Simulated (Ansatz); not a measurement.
Stepwise reaction of `[OH][Sn]([OH])([Cl])[Cl]` with hydrogen, as a gas-phase model of exchange steps in deposition or etching. ΔE in kJ/mol.

Gas-phase electronic energies from Ansatz, PBE0-D4/def2-TZVP geometries. CCSD(T)/CBS is the MP2 limit (def2-TZVPP, def2-QZVPP) plus CCSD(T) − MP2 in def2-TZVPP, frozen cores. This one scheme is used for every species. DFT in def2-TZVPP. B3LYP here is the variant with VWN-RPA as its local correlation; programs differ in this. def2 core potentials past Kr. For Sn outer-core shells are correlated without core-valence functions, which leaves a few kJ/mol of doubt a bond. One conformer a species, not always the lowest.

```csv
step,reaction,PBE-D4,B3LYP-D4,ωB97M-V,CCSD(T)/CBS
1,`[OH][Sn]([OH])([Cl])[Cl]` + H₂ → `[OH][SnH]([Cl])[Cl]` + H₂O,-2.7,-2.9,-5.7,-1.6
2,`[OH][SnH]([Cl])[Cl]` + H₂ → `[Cl][SnH2][Cl]` + H₂O,8.6,7.9,4.7,8.3
```

(1) By hand: ΔE of the 2 steps together at CCSD(T)/CBS.

Answers

(1) (-1.6) + (8.3) = 6.7 kJ/mol, or 3.4 kJ/mol a step.

In ΔE each step is higher than the one before. PBE-D4 differs from CCSD(T)/CBS by -1.1 to 0.3 kJ/mol a step. Isolated molecules leave out the surface, adducts and barriers. Largest T1 diagnostic: 0.013.
